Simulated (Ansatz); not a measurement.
Job for Ansatz (a quantum-chemistry and plane-wave program): R-CCSD(T)/def2-SVPD on C2H7Sb (a complex), monomers drawn apart or pushed together. Elements past Kr take the def2 small-core potentials; no spin–orbit coupling. The run froze 11 orbitals, filled d shells among them.

Ansatz 0.2 input:
```yaml
crystal:
  periodic: [false, false, false]
  atoms:
    - {symbol: Sb, position_ang: [0.61259536, -0.14056545, 0.64658477]}
    - {symbol: H, position_ang: [1.19548628, 0.48732085, -0.84521564]}
    - {symbol: H, position_ang: [1.97672594, 0.46651141, 1.48444945]}
    - {symbol: H, position_ang: [-0.28028033, 1.28752843, 0.95197356]}
    - {symbol: C, position_ang: [-0.03947562, 0.54313802, 3.90142659]}
    - {symbol: C, position_ang: [-0.19299672, -0.76541729, 3.75637847]}
    - {symbol: H, position_ang: [0.92549231, 0.98241879, 4.12274661]}
    - {symbol: H, position_ang: [-0.87150404, 1.22891477, 3.79800627]}
    - {symbol: H, position_ang: [-1.15699427, -1.20518937, 3.53150263]}
    - {symbol: H, position_ang: [0.63956044, -1.45108808, 3.85754217]}
basis:
  gaussian:
    orbitals: def2-SVPD
magnetization: {spin_polarized: false}
correlation: {method: ccsd_t, electrons: outside_noble_gas}
scf: {lower_state_search: off}
```

The head of its log:

```
WARN ansatz: RAYON_NUM_THREADS=1 ignored (pool sized by the plan → 1); use --threads N
Functional definition: HF
these checks for a lower state are left out or cut short: stability, starts, cluster_reference, orbital_swaps, neighbouring_geometries, increment
integrals: 0.29 GiB planned
1373 factors; integrals over basis functions are off by at most 8.1e-4 eV
mean field: 0.42 GiB planned
mean field evaluation 1: about -8677.0995 eV, gradient 2.2e1 eV
mean field evaluation 2: about -8677.2515 eV, gradient 2.2e1 eV
mean field evaluation 4: about -8678.8932 eV, gradient 2.2e0 eV
mean field evaluation 8: about -8678.9156 eV, gradient 4.4e-4 eV
mean field -8678.91559247 eV, -318.9442652428 hartree, gradient 1.6e-6 eV, S^2 0.000000; 0 other end points of the search recorded, 0 dependent functions left out
11 core orbitals not correlated
reference -8678.91559247 eV, -318.9442652428 hartree; 10, 10 occupied and 107, 107 virtual orbitals, 1373 factors
```

Predict the final total energy.

-319.4250 hartree (reference determinant -318.9443, T1 diagnostic 0.012).
